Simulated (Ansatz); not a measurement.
Consider the formal exchange of groups at the Si–O bond: `CO[SiH2]S[SiH2]O` + `C=CF` → `O[SiH2]S[SiH3]` + `CO/C=C/F`.

Calculated with Ansatz (gas phase, PBE0-D4/def2-TZVP geometries, no zero-point term in ΔE). CBS: MP2 limit from def2 TZ/QZ plus the TZ coupled-cluster correction, frozen cores. Each species was taken in one conformer, which may not be the lowest.

`CO[SiH2]S[SiH2]O`:

```xyz
14

C     0.992    0.324    1.845
O     0.962   -0.537    0.718
Si   -0.390   -1.398    0.322
S    -1.971   -0.111   -0.279
Si   -0.906    0.744   -1.942
O     0.519    1.403   -1.478
H     0.709   -0.211    2.756
H     2.012    0.695    1.958
H     0.315    1.173    1.707
H    -0.888   -2.161    1.494
H     0.050   -2.272   -0.788
H    -1.755    1.826   -2.485
H    -0.698   -0.332   -2.944
H     1.049    0.856   -0.885
```

`C=CF`:

```xyz
6

C    -0.043   -0.416   -0.563
C     0.105    0.344    0.502
F    -0.881    1.111    0.976
H    -0.979   -0.454   -1.106
H     0.789   -1.017   -0.903
H     1.009    0.433    1.094
```

`O[SiH2]S[SiH3]`:

Cartesian coordinates in Å:
```
O 0.578 -1.879 0.010
Si -0.431 -1.037 -0.975
S -1.459 0.528 0.045
Si 0.258 1.567 0.793
H 0.201 -2.264 0.803
H 0.448 -0.498 -2.034
H -1.517 -1.879 -1.535
H -0.173 2.959 1.066
H 0.753 0.951 2.049
H 1.342 1.551 -0.222
```

`CO/C=C/F`:

Z-matrix (Å, degrees):
```
C
O 1 1.407
H 1 1.096 2 111.0
H 1 1.088 2 106.8 3 119.3
H 1 1.096 2 111.0 3 -121.4
C 2 1.345 1 116.1 3 60.7
C 6 1.328 2 127.1 1 0.0
H 6 1.084 2 112.5 1 -180.0
F 7 1.345 6 119.3 2 180.0
H 7 1.081 6 127.5 2 0.0
```

```json
{"species": "`CO[SiH2]S[SiH2]O`", "CCSD(T)/CBS(def2) energy (Eh)": "-1169.28742"}
{"species": "`C=CF`", "CCSD(T)/CBS(def2) energy (Eh)": "-177.66469"}
{"species": "`O[SiH2]S[SiH3]`", "CCSD(T)/CBS(def2) energy (Eh)": "-1054.81115"}
{"species": "`CO/C=C/F`", "CCSD(T)/CBS(def2) energy (Eh)": "-292.07214"}
```

(1) Work out ΔE.

Largest T1 diagnostic among the species: 0.012.

Results:

(1) ΔE = (-1054.81115) + (-292.07214) − (-1169.28742) − (-177.66469) = 0.06882 Eh = +1.87 eV.

From PBE to PBE0 (25 % exact exchange), in def2-TZVPP and without D4, ΔE moves by +0.06 eV. The D4 term adds +0.09 eV with B3LYP and +0.05 eV with PBE0; it sums over pairs of atoms, weighted by their polarisabilities, and B3LYP, whose exchange is more repulsive, gets the larger term.

B3LYP here is the variant with VWN-RPA as its local correlation; programs differ in this.
